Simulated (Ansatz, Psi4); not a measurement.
**How basis sets differ on AsF3 (arsenic trifluoride)**

AsF3 has 4 atoms, charge 0, and is taken as a singlet. SMILES: `F[As](F)F`. Geometry: relaxed at PBE0-D4/def2-TZVP.

Each level gives the atomisation enthalpy at 298 K (kJ/mol). The values are calculated. The thermal term (zero-point and 298 K enthalpy, harmonic and unscaled) is that of PBE0-D4/def2-TZVP; the spin-orbit lowering of the free atoms at 298 K, 3.9 kJ/mol by their spectra, is taken off.

**The experiment to reproduce.** CRC Handbook of Chemistry and Physics; in doubt: semi-empirical heats miss it by far, so it may belong to another species or phase gives the atomisation enthalpy at 298 K of the gas as 1326 kJ/mol.

```csv
level,kind,program,value (kJ/mol),computed − measured,CPU time (all runs)
MP2/STO-3G,perturbation theory,Ansatz,635,-691,0.35 s
MP2/pc-0,perturbation theory,Ansatz,1130,-196,0.42 s
MP2/cc-pVDZ,perturbation theory,Psi4,1184,-142,74 s
MP2/pc-1,perturbation theory,Ansatz,1209,-117,0.98 s
MP2/pc-2,perturbation theory,Ansatz,1390,+64,2.9 s
MP2/pc-3,perturbation theory,Ansatz,1418,+92,18 s
```

Nearest: MP2/pc-2 (+64 kJ/mol); farthest: MP2/STO-3G (-691 kJ/mol). Wave-function methods converge slowly with the basis and bind too weakly in sets of this size; that is part of their error here. The measured heats of formation of B, Si, Al and metal atoms are uncertain by some kJ/mol each. All-electron rows without a relativistic Hamiltonian named are non-relativistic. In the correlated wave-function rows the outer d shell of As is correlated, in sets not made for it. Without the sets that lack polarisation functions the rows with a basis span only 1184 to 1418 kJ/mol. Times are those of the runs behind each value, whatever else they computed, on shared processors of several kinds: orders of magnitude only.
